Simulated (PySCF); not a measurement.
Si(H)(Cl)(OH)(OMe) (CH5ClO2Si), SMILES O(C)[SiH](O)Cl.

Geometry optimised at PBE-D3(BJ)/def2-SVP. This is a generated structure with no PubChem entry under its InChIKey; it may be hypothetical. Other conformers were not sampled.

All values below come from PBE-D3(BJ)/def2-SVP (PySCF 2.14.0).

Frequencies are harmonic and unscaled.

Computed vibrational spectrum:
| mode | ν (cm⁻¹) | IR (km/mol) | moving atoms (share of kinetic energy) |
|---|---|---|---|
| 1 | 71 | 2.4 | O 41 %, H 25 %, C 22 % |
| 2 | 101 | 0.3 | H 96 % |
| 3 | 148 | 13.5 | C 32 %, H 27 %, Cl 24 %, O 13 % |
| 4 | 181 | 27.1 | H 53 %, O 26 %, Cl 13 % |
| 5 | 280 | 46.9 | O 50 %, H 31 %, Si 9 % |
| 6 | 312 | 24.3 | O 43 %, Si 27 %, Cl 20 %, H 10 % |
| 7 | 339 | 54.8 | O 49 %, H 23 %, C 14 %, Si 11 % |
| 8 | 517 | 88.7 | Si 47 %, Cl 39 % |
| 9 | 725 | 61.6 | O 34 %, H 33 %, Si 18 %, C 14 % |
| 10 | 765 | 31.9 | H 81 %, O 18 % |
| 11 | 808 | 197.4 | H 71 %, Si 21 % |
| 12 | 866 | 232.7 | H 80 %, Si 10 %, O 9 % |
| 13 | 929 | 91.3 | Si 43 %, O 42 %, H 13 % |
| 14 | 1125 | 153.5 | H 37 %, O 31 %, C 30 % |
| 15 | 1137 | 4.9 | H 76 %, C 19 % |
| 16 | 1174 | 140.0 | H 41 %, O 32 %, C 25 % |
| 17 | 1419 | 2.0 | H 92 % |
| 18 | 1425 | 8.0 | H 95 % |
| 19 | 1428 | 2.2 | H 94 % |
| 20 | 2244 | 99.3 | H 97 % |
| 21 | 2934 | 65.8 | H 97 % |
| 22 | 3012 | 27.4 | H 90 %, C 10 % |
| 23 | 3050 | 22.5 | H 90 %, C 10 % |
| 24 | 3760 | 89.2 | H 94 % |
